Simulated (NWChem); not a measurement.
System: C₂H₃ClO₂Si; SMILES C#C[Si](O)(O)Cl

NWChem input:

```
start job
memory heap 200 mb stack 900 mb global 1100 mb
geometry units angstroms noautosym nocenter noautoz
  C      0.972688     2.742423     0.001991
  C      0.397595     1.671204    -0.004408
  Si    -0.453497     0.065899     0.031661
  O     -1.398296    -0.137616     1.363871
  O     -1.405156    -0.025611    -1.296676
  Cl     0.993196    -1.409072     0.031553
  H      1.480563     3.691118     0.001022
  H     -0.963624    -0.309410     2.204294
  H     -2.004809    -0.776470    -1.349986
end
basis spherical
  C library sto-3g
  Si library sto-3g
  O library sto-3g
  Cl library sto-3g
  H library sto-3g
end
dft
  xc hfexch
  iterations 150
end
property
  shielding
end
task dft property
```

Parts of the log:

```
             Northwest Computational Chemistry Package (NWChem) 7.3.0
             --------------------------------------------------------

                             Geometry "geometry" -> ""
                             -------------------------

 Output coordinates in angstroms (scale by  1.889725989 to convert to a.u.)

  No.       Tag          Charge          X              Y              Z
 ---- ---------------- ---------- -------------- -------------- --------------
    1 C                    6.0000     0.97268800     2.74242300     0.00199100
    2 C                    6.0000     0.39759500     1.67120400    -0.00440800
    3 Si                  14.0000    -0.45349700     0.06589900     0.03166100
    4 O                    8.0000    -1.39829600    -0.13761600     1.36387100
    5 O                    8.0000    -1.40515600    -0.02561100    -1.29667600
    6 Cl                  17.0000     0.99319600    -1.40907200     0.03155300
    7 H                    1.0000     1.48056300     3.69111800     0.00102200
    8 H                    1.0000    -0.96362400    -0.30941000     2.20429400
    9 H                    1.0000    -2.00480900    -0.77647000    -1.34998600

 Effective nuclear repulsion energy (a.u.)     345.8061748879

  xc_inp: hfexch multiplicative factor not found.
                              NWChem Property Module
                              ----------------------

  itol2e modified to match energy
  convergence criterion.

                                 NWChem DFT Module
                                 -----------------

 Summary of "ao basis" -> "ao basis" (spherical)
 ------------------------------------------------------------------------------
       Tag                 Description            Shells   Functions and Types
 ---------------- ------------------------------  ------  ---------------------
 C                           sto-3g                  3        5   2s1p
 Si                          sto-3g                  5        9   3s2p
 O                           sto-3g                  3        5   2s1p
 Cl                          sto-3g                  5        9   3s2p
 H                           sto-3g                  1        1   1s

  itol2e modified to match energy
  convergence criterion.

[...]

          -----------------------------------------
          Chemical Shielding Tensors (GIAO, in ppm)
          -----------------------------------------

                                NWChem CPHF Module
                                ------------------

  scftype          =     RHF
  nclosed          =       31
  nopen            =        0
  variables        =      310
  # of vectors     =        3
  tolerance        = 0.10D-03
  level shift      = 0.00D+00
  max iterations   =       50
  max subspace     =       30

 SCF residual:    6.9752646714991962E-005

Iterative solution of linear equations
  No. of variables      310
  No. of equations        3
  Maximum subspace       30
        Iterations       50
       Convergence  1.0D-04

   iter   nsub   residual    time
   ----  ------  --------  ---------
     1      3    1.12D+00       2.9
     2      6    1.66D-01       3.1
     3      9    1.95D-02       3.4
     4     12    1.12D-02       3.7
     5     15    2.73D-03       3.9
     6     18    6.48D-04       4.2
     7     21    8.55D-05       4.5

      Atom:    1  C
        Diamagnetic
    261.6993      9.2482     -0.0207
      9.2482    274.9031     -0.0187
     -0.0207     -0.0187    256.7668

        Paramagnetic
   -131.9544     54.9932     -1.2184
     54.9932    -52.7969     -2.3127
     -1.2184     -2.3127   -157.7794

        Total Shielding Tensor
    129.7448     64.2414     -1.2390
     64.2414    222.1063     -2.3314
     -1.2390     -2.3314     98.9874

           isotropic =     150.2795
          anisotropy =     157.2127

          Principal Components and Axis System
                 1           2           3
              255.0880     98.9435     96.8071

      1         0.4562     -0.0085      0.8898
      2         0.8897      0.0233     -0.4559
      3        -0.0169      0.9997      0.0182

      Atom:    2  C
        Diamagnetic
    261.1705     12.8758     -0.0729
     12.8758    280.6446     -0.2586
     -0.0729     -0.2586    254.0563

        Paramagnetic
    -99.3584     62.3456      1.4201
     62.3456    -20.2607      2.5577
      1.4201      2.5577   -135.9721

        Total Shielding Tensor
    161.8121     75.2214      1.3473
     75.2214    260.3838      2.2990
      1.3473      2.2990    118.0842

           isotropic =     180.0934
          anisotropy =     181.4596

          Principal Components and Axis System
                 1           2           3
              301.0664    121.1710    118.0427

      1         0.4753      0.8792     -0.0329
      2         0.8797     -0.4755      0.0013
      3         0.0146      0.0296      0.9995

      Atom:    3  Si
        Diamagnetic
    866.4798     -1.7966      0.2963
     -1.7966    866.0092     -0.2461
      0.2963     -0.2461    864.6920

        Paramagnetic
   -287.7538     -8.1078      1.2432
     -8.1078   -310.7368      2.4235
      1.2432      2.4235   -250.2816

        Total Shielding Tensor
    578.7260     -9.9043      1.5395
     -9.9043    555.2724      2.1774
      1.5395      2.1774    614.4103

           isotropic =     582.8029
          anisotropy =      47.5918

          Principal Components and Axis System
                 1           2           3
              614.5308    582.3338    551.5441

      1         0.0344      0.9383      0.3441
      2         0.0310     -0.3452      0.9380
      3         0.9989     -0.0216     -0.0409

      Atom:    4  O
        Diamagnetic
    379.0398      0.6369     -9.6285
      0.6369    359.8002     -6.9994
     -9.6285     -6.9994    400.3785

[...]
```

Level: Hartree-Fock/STO-3G, GIAO. STO-3G and 3-21G are far too small for this property and stand as cheap habits. Geometry: optimised at PBE0/def2-SVP. The printed shielding anisotropy is the first printed principal value minus the mean of the other two.
